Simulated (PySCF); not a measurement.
**Working out the excitation energy of S**

S [Ne] 3s2 3p4 (3P) → S [Ne] 3s1 3p5 (3P). All numbers are calculated (PySCF 2.14, no relativity, point nucleus, in def2-TZVPPD). Frozen: [Ne]. Energies in hartree (1 hartree = 27.21139 eV):

| part | S (lower) | S (upper) |
| --- | --- | --- |
| UHF | -397.502353 | -397.080883 |
| CCSD correlation | -0.140631 | -0.215698 |
| (T) | -0.004904 | -0.023319 |

Task: What does Hartree-Fock give?

Result: (-397.080883) − (-397.502353) = 0.421470 hartree = 11.469 eV.

Task: What do CCSD and CCSD(T) give?

Result: The CCSD correlation energies differ by -0.075067 hartree = -2.043 eV and the triples by -0.018415 hartree = -0.501 eV, so CCSD gives 9.426 eV and CCSD(T) 8.925 eV.

Measured between the centres of the two terms (NIST): 8.928 eV, so CCSD(T) (valence) is off by -0.003 eV.

The coupled-cluster amplitudes are large, so a single reference is strained.

What remains against the reference includes basis incompleteness, the frozen core and higher excitations.
